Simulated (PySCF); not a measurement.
Atom-mapped SMILES (the numbers label the heavy atoms): `[O:1]=[C:2]1[CH2:3][C:4]([F:5])=[CH:6][SiH2:7]1`. Hydrogens are named by the atom that carries them.

Geometry: PBE0-D3(BJ)/def2-SVP; GIAO shifts from PySCF 2.14.0 with density-fitted response routines, gas phase, non-relativistic, averaged over equivalent atoms.

At KT2/pcSseg-1 (151 basis functions, 27 s wall time on 1 thread of an Intel Xeon Platinum 8375C, shared host):
| atoms | δ (ppm) |
| --- | --- |
| O1 | 784.6 |
| C2 | 223.0 |
| C4 | 171.1 |
| C6 | 90.8 |
| C3 | 47.8 |
| F5 | -68.7 |
| Si7 | -59.5 |
| H(C6) | 5.24 |
| H(Si7) | 4.70 |
| H(C3) | 2.75 |

Scale: ¹⁷O (σ = 330.66 ppm) vs H2O; ¹³C (σ = 183.22 ppm), ²⁹Si (σ = 361.05 ppm), ¹H (σ = 31.18 ppm) against TMS; ¹⁹F (σ = 138.57 ppm) against CFCl3 (reference shieldings calculated alike).

Q: Estimate the result of repeating the calculation with PBE0/def2-TZVP.

A: 
```csv
atoms,δ at PBE0/def2-TZVP,change
O1,842.5,+57.9
C2,244.5,+21.5
C4,182.8,+11.7
C6,98.9,+8.1
C3,50.0,+2.2
F5,-52.9,+15.8
Si7,-59.4,+0.1
H(C6),5.46,+0.22
H(Si7),4.79,+0.09
H(C3),2.83,+0.08
```

Shifts are taken against calculated references (same method and geometry level): ¹⁷O (332.57 ppm) vs H2O; TMS for ¹³C (186.65 ppm), ²⁹Si (331.56 ppm), ¹H (31.48 ppm); ¹⁹F (178.85 ppm) vs CFCl3.

The largest change is at O1 (carbonyl oxygen). Cost: 253 basis functions, 43 s wall time on 1 thread of an Intel Xeon Platinum 8375C, shared host. The order of the carbon signals is the same at both levels.

Unscaled 19F shifts against computed CFCl3 carry errors that often reach 10 to 50 ppm. Unscaled 17O shifts of doubly bonded oxygen tend to come out too high, by tens of ppm or more. Experimental scales use liquid or dissolved standards, which lie at an offset from isolated H2O (liquid H2O: subtract about 36 ppm).
